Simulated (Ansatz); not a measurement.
`B[SiH](C)N=C` → `CN1B[SiH]1C`  (isomerisation)

Calculated with Ansatz (gas phase, PBE0-D4/def2-TZVP geometries, no zero-point term in ΔE). CCSD(T)/CBS is the MP2 limit (def2-TZVPP, def2-QZVPP) plus CCSD(T) − MP2 in def2-TZVPP, frozen cores. Functionals use def2-TZVPP. B3LYP here is the variant with VWN-RPA as its local correlation; programs differ in this. One conformer a species, not always the lowest.

Question: Is it downhill or uphill in electronic energy at CCSD(T)/CBS, and by how much? (An estimate is asked.)

Answer: Computed: Downhill: ΔE = -29.4 kcal/mol.

Question: What do these levels give: B3LYP-D4, ωB97M-V, PBE0, CCSD/def2-TZVPP, MP2/CBS(def2), CCSD/CBS(def2)? (Estimate.)

Answer: Computed: B3LYP-D4 -28.0, ωB97M-V -30.8, PBE0 -33.7, CCSD/def2-TZVPP -27.5, MP2/CBS(def2) -32.9, CCSD/CBS(def2) -28.3 kcal/mol.

Largest T1 diagnostic among the species: 0.013.

In def2-TZVPP, CCSD(T) changes the Hartree–Fock value by −9.9 kcal/mol (the triples alone add −1.1 kcal/mol) and MP2 by −13.4 kcal/mol.
